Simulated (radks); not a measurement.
These are the eigenvalues of the occupied orbitals of an atom or ion with whole-number occupations (hartree). Method: scalar-relativistic Kohn-Sham, PBE, spin-unpolarised, spherical densities, point nucleus; computed with a radial shooting solver on a logarithmic mesh with Libxc functionals.

orbital  eigenvalue
1s        -198.4199
2s        -23.43183
2p        -19.77479
3s         -3.81433
3p         -2.84045
3d         -1.35808

Which element is it, and in what charge state? The configuration may be excited.

Answer. Z = 23, vanadium, charge +3: V3+ in [Ar] 3d2. The list shows which subshells hold electrons but not how many an open one holds; the 1s level, -198.42 hartree, gives Z - s = 19.9 by -(Z - s)^2/2, which with screening and relativity narrows Z to a few neighbours, and the depths of the outer levels then fix element, charge and occupations together.
